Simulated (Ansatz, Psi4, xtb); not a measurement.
Pair of molecules: CH4O (SMILES CO) (first 6 atoms) with H4OSi (SMILES O[SiH3]); geometry from B3LYP-D3(BJ)/def2-TZVP, rigid monomers moved along the line of their centres of mass till O2···H9 is 1.63 Å.
(charge 0, multiplicity 1):
```csv
atom,x (Å),y (Å),z (Å)
C,-0.0629,0.0915,0.1839
O,-0.9976,0.3478,1.2362
H,-0.1007,-0.9507,-0.1428
H,0.9253,0.2959,0.5903
H,-0.2389,0.7514,-0.6690
H,-1.8898,0.1680,0.9225
O,-0.1183,-0.9960,3.2805
Si,0.9763,-0.2018,4.2095
H,-0.5392,-0.5052,2.5508
H,2.0664,0.3951,3.3909
H,1.5587,-1.1959,5.1366
H,0.3633,0.8973,4.9994
```

Interaction energies are E(AB) − E(A) − E(B) at the monomers' geometry in the complex; basis-set methods are counterpoise corrected.

Cores are frozen in the correlated methods.

Run with Ansatz (a first-principles code) with Gaussian orbitals; Psi4 for SAPT; xtb for the GFN methods. 

### Question
Give the interaction energy at the level GFN1-xTB.

### Answer
-19 kJ/mol

### Question
Give the interaction energy at the level SAPT0/jun-cc-pV(D+d)Z.

### Answer
-28 kJ/mol

### Question
What is the computed interaction energy (PBE/def2-TZVPPD)?

### Answer
-25 kJ/mol
